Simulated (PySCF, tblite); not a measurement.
C3H6F4O2Si.
Geometry (GFN2-xTB, Å), atoms numbered from 1 in this order:
```
atom  x, y, z in Å
C1     2.6039   -0.4664    0.6855
O2     1.4843    0.3846    0.5607
Si3    0.1491    0.3092   -0.2919
F4     0.3948    0.4897   -1.8733
O5    -0.6854   -1.0290   -0.0300
C6    -1.9007   -1.5297   -0.5580
C7    -0.8100    1.9019    0.2407
F8    -2.0182    1.9618   -0.3694
F9    -1.0797    1.9468    1.5597
F10   -0.1987    3.0609   -0.0485
H11    3.1410   -0.5190   -0.2614
H12    3.2461   -0.0391    1.4539
H13    2.2870   -1.4664    0.9783
H14   -1.8004   -1.7066   -1.6287
H15   -2.7117   -0.8230   -0.3849
H16   -2.1090   -2.4669   -0.0439
```

Level of theory: PBE0/pcSseg-1 in PySCF (dipole) on a GFN2-xTB geometry, gas phase.

Take the most abundant isotopes and a rigid rotor. The values belong to one conformer with, in the numbering `[CH3:1][O:2][Si:3]([F:4])([O:5][CH3:6])[C:7]([F:8])([F:9])[F:10]`, C1–O2–Si3–F4 -69°, O2–Si3–O5–C6 -179°.

What are A, B and C (MHz)?

Ia = 394.26, Ib = 516.73, Ic = 667.35 u·Å²; 505379 MHz·u·Å²/I gives A = 1282, B = 978.0, C = 757.3 MHz.

Classify the top.

An asymmetric top; Ray's κ = -0.158.

Is it planar, by Δ = Ic − Ia − Ib?

Not planar: Δ = Ic − Ia − Ib = -243.63 u·Å². For a rigid frame Δ = −2 Σ m c², so Σ m c² = 121.81 u·Å² lies off the ab plane: 4.43 from hydrogen and 117.38 from heavier atoms. The atom farthest from that plane is 1.78 Å away.

Give the other two planar moments, Paa and Pbb, and the rms extents of the mass along the axes.

Paa = Σ m a² = (Ib + Ic − Ia)/2 = 394.91 and Pbb = Σ m b² = (Ia + Ic − Ib)/2 = 272.44 u·Å². With the mass M = 178.01 u, the rms extents √(P/M) along a, b and c are 1.49, 1.24, 0.83 Å.

List the rotational levels J(Ka,Kc) to J = 4 (MHz).

Above 0(0,0):
J = 1: 1(0,1) 1735, 1(1,1) 2039, 1(1,0) 2260
J = 2: 2(0,2) 5122, 2(1,2) 5289, 2(1,1) 5951, 2(2,1) 6863, 2(2,0) 6947
J = 3: 3(0,3) 10050, 3(1,3) 10118, 3(1,2) 11421, 3(2,2) 12069, 3(2,1) 12431, 3(3,1) 14185, 3(3,0) 14207
J = 4: 4(0,4) 16473, 4(1,4) 16496, 4(1,3) 18566, 4(2,3) 18942, 4(2,2) 19818, 4(3,2) 21248, 4(3,1) 21386, 4(4,1) 24048, 4(4,0) 24053

Which types of transition are allowed, and where do some lines up to J = 5 fall?

The dipole components are |μa| = 3.42 D, |μb| = 1.40 D, |μc| = 0.72 D. Intensities carry the squares of the components, which stand as 1.00 : 0.17 : 0.04 (a : b : c). Some lines, for components of 0.1 D or more:

```tsv
type	branch	J(Ka,Kc)	MHz	lower level (cm⁻¹)
c	Q	1(1,1) ← 1(0,1)	304	0.058
c	Q	4(3,2) ← 4(2,2)	1431	0.661
b	Q	4(3,1) ← 4(2,2)	1568	0.661
a	R	1(0,1) ← 0(0,0)	1735	0.000
c	R	1(1,0) ← 0(0,0)	2260	0.000
b	Q	5(3,3) ← 5(2,4)	2625	0.915
c	Q	4(4,1) ← 4(3,1)	2662	0.713
b	Q	4(4,0) ← 4(3,1)	2667	0.713
a	R	2(1,2) ← 1(1,1)	3250	0.068
c	Q	5(5,1) ← 5(4,1)	3521	1.099
c	R	2(1,1) ← 1(0,1)	4216	0.058
b	R	3(0,3) ← 2(1,2)	4761	0.176
b	R	3(1,3) ← 2(0,2)	4996	0.171
a	R	4(3,1) ← 3(3,0)	7179	0.474
b	R	3(3,1) ← 2(2,0)	7238	0.232
b	R	5(0,5) ← 4(1,4)	7900	0.550
a	R	5(0,5) ← 4(0,4)	7923	0.549
b	R	5(1,4) ← 4(2,3)	8318	0.632
a	R	5(4,2) ← 4(4,1)	8861	0.802
c	R	4(3,2) ← 3(2,2)	9180	0.403
c	R	5(3,3) ← 4(2,3)	11117	0.632
c	R	5(4,2) ← 4(3,2)	11661	0.709
c	R	5(5,0) ← 4(4,0)	12417	0.802
```

Its GFN2-xTB frequencies are all real (lowest 16 cm⁻¹). No vibrational averaging or centrifugal distortion is included, and the geometry carries the error of its method. A rigid rotor knows nothing of internal rotation, which can split or shift real lines.
